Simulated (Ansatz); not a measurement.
F₅Nb (SMILES [F][Nb]([F])([F])([F])[F]), singlet, geometry from GFN2-xTB (such geometries of metal compounds can be far from the true shape) (core potentials on Nb). Base run: HF/def2-SVP run with Ansatz (an electronic-structure program).

Geometry (Å):
```xyz
6

Nb     0.0000     0.0000     0.0000
F      1.4787    -0.9147    -0.5303
F     -0.3299     0.2466     1.7705
F     -1.1488     0.6681    -1.2403
F     -0.9287    -1.5242     0.0393
F      0.9287     1.5242    -0.0393
```
Charge 0, spin multiplicity 1.
All else is at Ansatz's defaults.

Each row names what was changed in the base input (with any setting that the change needs).

```
change                                       E (Eh)  core-seconds (rough)
---------------------------------------  ----------  --------------------
base                                     -553.42087                     2
functional = wB97M-V                     -555.89161                    20
functional = revpbe                             ___                     3
functional = SVWN5                              ___                     2
functional = pbe0; dispersion = d3bjatm  -555.62366                     3
functional = wB97X                              ___                    10
functional = cam_b3lyp                   -555.95684                     5
functional = r2scan                             ___                     7
functional = b3lyp5                      -555.90584                     4
functional = blyp; dispersion = d3bjatm  -556.07577                     3
functional = pbe; dispersion = d4        -555.68799                     3
functional = pbe0                        -555.62043                     4
functional = BHLYP                       -555.79619                     5
```

### Question
What belongs in the gaps?

### Answer

- functional = revpbe, E (Eh): -555.99535
- functional = SVWN5, E (Eh): -552.89082
- functional = wB97X, E (Eh): -555.98944
- functional = r2scan, E (Eh): -555.94880

Total energies compare only within one method and basis.
